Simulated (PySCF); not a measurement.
RbI, SMILES [Rb][I]. Geometry optimised at PBE-D3(BJ)/def2-TZVPD. The def2 effective core potentials stand for the cores of I, Rb; spin–orbit coupling is left out.

Computed equilibrium geometry at PBE-D3(BJ)/def2-TZVPD (PySCF confirms it by a frequency run) as bond lengths and angles, and its point group:
point group C∞v.
Atoms: Rb1 I2. Bond lengths (Å): Rb1–I2 3.243.
